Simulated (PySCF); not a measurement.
Compound: C₇H₁₅P.
SMILES with atom numbers: `[CH3:1][CH2:2]/[CH:3]=[P:4]/[CH2:5][CH2:6][CH2:7][CH3:8]` (hydrogens: H9, H10, H11 on C1; H12, H13 on C2; H14 on C3; H15, H16 on C5; H17, H18 on C6; H19, H20 on C7; H21, H22, H23 on C8)

The same species was optimised twice, with GFN2-xTB and with PBE0-D3(BJ)/def2-SVP (PySCF), and the same property calculations (PySCF, gas phase) were run on both structures.

```
     coordinate  GFN2-xTB  PBE0-D3(BJ)/def2-SVP  change
      P4–C5 (Å)     1.871                 1.863  -0.008
      C2–C3 (Å)     1.491                 1.496  +0.005
      C7–C8 (Å)     1.524                 1.520  -0.004
      C1–C2 (Å)     1.530                 1.527  -0.003
      C6–C7 (Å)     1.526                 1.524  -0.002
      C5–C6 (Å)     1.527                 1.526  -0.001
      C3=P4 (Å)     1.672                 1.672   0.000
   C1–C2–C3 (°)     110.9                 112.8    +1.9
   C3–P4–C5 (°)     100.7                 102.5    +1.8
   C6–C7–C8 (°)     111.5                 113.3    +1.8
   P4–C5–C6 (°)     111.0                 112.7    +1.7
   C5–C6–C7 (°)     112.0                 113.3    +1.3
   C2–C3–P4 (°)     123.0                 123.8    +0.8
C1–C2–C3–P4 (°)      -115                  -120      -5
C3–P4–C5–C6 (°)        93                   100      +7
P4–C5–C6–C7 (°)       178                   177      -1
C5–C6–C7–C8 (°)       180                   180       0
```

Rotational constants: A = 4470, B = 536.5, C = 515.4 MHz (GFN2-xTB) against A = 4893, B = 510.3, C = 495.3 MHz (PBE0-D3(BJ)/def2-SVP). Point groups within 0.08 Å: C1 and C1.

On the GFN2-xTB structure: HOMO (eV) -6.88 [PBE0/pcSseg-1]; LUMO (eV) -1.21 [PBE0/pcSseg-1]; dipole (D) 1.33 [PBE0/pcSseg-1]; GIAO shielding of C1 (ppm) 166.6 [PBE0/pcSseg-1]; GIAO shielding of C2 (ppm) 151.3 [PBE0/pcSseg-1]; GIAO shielding of C3 (ppm) -27.1 [PBE0/pcSseg-1]; GIAO shielding of P4 (ppm) 30.2 [PBE0/pcSseg-1]; GIAO shielding of C5 (ppm) 146.3 [PBE0/pcSseg-1]; GIAO shielding of C6 (ppm) 148.6 [PBE0/pcSseg-1]; GIAO shielding of C7 (ppm) 156.0 [PBE0/pcSseg-1]; GIAO shielding of C8 (ppm) 169.8 [PBE0/pcSseg-1].

Task: What do these properties become on the PBE0-D3(BJ)/def2-SVP structure?

Result: 
```json
{"property": "HOMO (eV)", "level": "PBE0/pcSseg-1", "on GFN2-xTB": "-6.88", "on PBE0-D3(BJ)/def2-SVP": "-6.92", "change": "-0.04"}
{"property": "LUMO (eV)", "level": "PBE0/pcSseg-1", "on GFN2-xTB": "-1.21", "on PBE0-D3(BJ)/def2-SVP": "-1.21", "change": "0.00"}
{"property": "dipole (D)", "level": "PBE0/pcSseg-1", "on GFN2-xTB": "1.33", "on PBE0-D3(BJ)/def2-SVP": "1.32", "change": "-0.01"}
{"property": "energy, GFN2-xTB geometry as zero (kcal/mol)", "level": "PBE0/pcSseg-1", "on GFN2-xTB": "0.0", "on PBE0-D3(BJ)/def2-SVP": "-0.9", "change": "-0.9"}
{"property": "GIAO shielding of C1 (ppm)", "level": "PBE0/pcSseg-1", "on GFN2-xTB": "166.6", "on PBE0-D3(BJ)/def2-SVP": "165.7", "change": "-0.9"}
{"property": "GIAO shielding of C2 (ppm)", "level": "PBE0/pcSseg-1", "on GFN2-xTB": "151.3", "on PBE0-D3(BJ)/def2-SVP": "150.5", "change": "-0.8"}
{"property": "GIAO shielding of C3 (ppm)", "level": "PBE0/pcSseg-1", "on GFN2-xTB": "-27.1", "on PBE0-D3(BJ)/def2-SVP": "-25.7", "change": "+1.4"}
{"property": "GIAO shielding of P4 (ppm)", "level": "PBE0/pcSseg-1", "on GFN2-xTB": "30.2", "on PBE0-D3(BJ)/def2-SVP": "25.5", "change": "-4.7"}
{"property": "GIAO shielding of C5 (ppm)", "level": "PBE0/pcSseg-1", "on GFN2-xTB": "146.3", "on PBE0-D3(BJ)/def2-SVP": "144.6", "change": "-1.7"}
{"property": "GIAO shielding of C6 (ppm)", "level": "PBE0/pcSseg-1", "on GFN2-xTB": "148.6", "on PBE0-D3(BJ)/def2-SVP": "149.2", "change": "+0.6"}
{"property": "GIAO shielding of C7 (ppm)", "level": "PBE0/pcSseg-1", "on GFN2-xTB": "156.0", "on PBE0-D3(BJ)/def2-SVP": "155.1", "change": "-0.9"}
{"property": "GIAO shielding of C8 (ppm)", "level": "PBE0/pcSseg-1", "on GFN2-xTB": "169.8", "on PBE0-D3(BJ)/def2-SVP": "168.0", "change": "-1.8"}
```

The heavy atoms differ by 0.096 Å rms after alignment. Among bonds between heavy atoms P4–C5 changes most (-0.008 Å). Changes are differences of the printed values. Neither structure is proved a minimum here.

The values belong to the conformer `[CH3:1][CH2:2]/[CH:3]=[P:4]/[CH2:5][CH2:6][CH2:7][CH3:8]`: C1–C2–C3–P4 -120°, C3–P4–C5–C6 100°, P4–C5–C6–C7 177°, C5–C6–C7–C8 180°.
